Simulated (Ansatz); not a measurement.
Ansatz (a quantum-chemistry and plane-wave program) input (LC-wPBE/def2-TZVPD):

Ansatz 0.2 input:
```yaml
crystal:
  periodic: [false, false, false]
  atoms:
    - {symbol: Si, position_ang: [0.80172697, 0.65942074, -0.30393476]}
    - {symbol: C, position_ang: [1.69314382, -0.91129996, -0.72699685]}
    - {symbol: F, position_ang: [1.34538183, 1.13462435, 1.13814831]}
    - {symbol: N, position_ang: [-0.90119306, 0.44712482, -0.28363841]}
    - {symbol: Si, position_ang: [-1.86402725, -0.89644365, 0.24012325]}
    - {symbol: H, position_ang: [1.10131138, 1.77216044, -1.22865872]}
    - {symbol: H, position_ang: [1.39558728, -1.27416158, -1.71265824]}
    - {symbol: H, position_ang: [2.77155911, -0.74193343, -0.73591068]}
    - {symbol: H, position_ang: [1.48461135, -1.69607279, 0.00195563]}
    - {symbol: H, position_ang: [-1.42461926, 1.28111385, -0.51725375]}
    - {symbol: H, position_ang: [-2.79400996, -0.50227718, 1.32512924]}
    - {symbol: H, position_ang: [-0.94363425, -1.94240699, 0.73383838]}
    - {symbol: H, position_ang: [-2.67754968, -1.45179467, -0.86896539]}
basis:
  gaussian:
    orbitals: def2-TZVPD
hamiltonian:
  xc: {name: LC-wPBE}
output: {forces: true}
```

End of the output:

```
integrals: 0.33 GiB planned
1508 factors; their error is unknown
integrals: 0.37 GiB planned
738 factors; integrals over basis functions are off by at most 4.0e-5 eV
0.39 GiB of the device are held for the grids
1.88 GiB of device memory are held for the factors and their scratch space
mean field: 1.54 GiB planned
mean field evaluation 1: about -21121.3039 eV, gradient 6.3e1 eV
mean field evaluation 2: about -21122.6762 eV, gradient 5.8e1 eV
mean field evaluation 4: about -21128.2456 eV, gradient 2.3e0 eV
mean field evaluation 8: about -21128.2603 eV, gradient 2.4e-1 eV
mean field evaluation 16: about -21128.2333 eV, gradient 7.3e-5 eV
mean field -21128.23331821 eV, -776.4482532133 hartree, gradient 2.1e-5 eV, S^2 0.000000; 0 other end points of the search recorded, 0 dependent functions left out
the calculation of the forces begins
reference -21128.23331822 eV, -776.4482532137 hartree; 29, 29 occupied and 243, 243 virtual orbitals, 1508 factors
Total energy: -21128.23331822 eV, -776.4482532137 hartree
Atom 0 at     0.801727     0.659421    -0.303935 Å, force    -0.082659    -0.238088     0.030242 eV/Å
Atom 1 at     1.693144    -0.911300    -0.726997 Å, force    -0.052305     0.119684     0.032261 eV/Å
Atom 2 at     1.345382     1.134624     1.138148 Å, force    -0.030835    -0.019978    -0.072426 eV/Å
Atom 3 at    -0.901193     0.447125    -0.283638 Å, force     0.024587    -0.025920     0.043308 eV/Å
Atom 4 at    -1.864027    -0.896444     0.240123 Å, force     0.110861     0.133122    -0.059169 eV/Å
Atom 5 at     1.101311     1.772160    -1.228659 Å, force     0.009897     0.026237    -0.012804 eV/Å
Atom 6 at     1.395587    -1.274162    -1.712658 Å, force     0.000163     0.022958     0.017890 eV/Å
Atom 7 at     2.771559    -0.741933    -0.735911 Å, force    -0.030001     0.011609     0.004176 eV/Å
Atom 8 at     1.484611    -1.696073     0.001956 Å, force    -0.000224     0.028349    -0.005587 eV/Å
Atom 9 at    -1.424619     1.281114    -0.517254 Å, force     0.040805    -0.047852     0.011752 eV/Å
Atom 10 at    -2.794010    -0.502277     1.325129 Å, force     0.002358     0.011035     0.005250 eV/Å
Atom 11 at    -0.943634    -1.942407     0.733838 Å, force     0.008901    -0.025071     0.014691 eV/Å
Atom 12 at    -2.677550    -1.451795    -0.868965 Å, force    -0.001547     0.003915    -0.009587 eV/Å
Dipole moment:    -0.146087    -0.082890    -0.299957 e Å
```
